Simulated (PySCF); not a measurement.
Computed with PySCF 2.14.0 with PBE-D3(BJ)/def2-TZVP // M06-2X/def2-TZVP. Isolated molecules, 0 K electronic values unless said otherwise. One relaxed conformer stands for a flexible species; it need not be the lowest. Excitations are Tamm–Dancoff values on a coarser integration grid. The basis has no diffuse functions, so Rydberg states are missing or too high.

Reference species (SMILES): `BSC` (neutral, multiplicity 1).

* **S1 excitation (TDA)**: 5.53 eV
* **HOMO**: -6.69 eV
* **T1 excitation (TDA)**: 3.95 eV

Changed species: `B[Si](C)(C)C` (X = trimethylsilyl; the reference has X = methylthio).

Task: Predict the effect on the S1 excitation (TDA), HOMO and T1 excitation (TDA).

Result: the S1 excitation (TDA) drops by 1.94 eV, to 3.59 eV; the HOMO rises by 0.37 eV, to -6.32 eV; the T1 excitation (TDA) falls by 1.28 eV, to 2.67 eV.
